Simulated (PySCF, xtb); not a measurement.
C2H4O3, SMILES COC(=O)O. The values are those of a single conformer.

Harmonic wavenumbers (cm⁻¹) from GFN2-xTB (xtb) at its own minimum, in rising order: 52, 177, 259, 483, 521, 635, 727, 918, 1089, 1124, 1127, 1165, 1268, 1388, 1439, 1460, 1817, 2981, 2991, 3049, 3486.

### Question
What does B3LYP-D3(BJ)/def2-SVP (PySCF 2.14.0) give at its own minimum? (Estimate from the structure and the level; the computed values follow.)

### Answer
114, 178, 296, 536, 558, 678, 801, 929, 1129, 1176, 1215, 1227, 1416, 1459, 1471, 1491, 1867, 3045, 3132, 3172, 3806. Paired by order, the mean absolute difference is 73 cm⁻¹ and the zero-point energies are 40.3 and 42.5 kcal/mol.
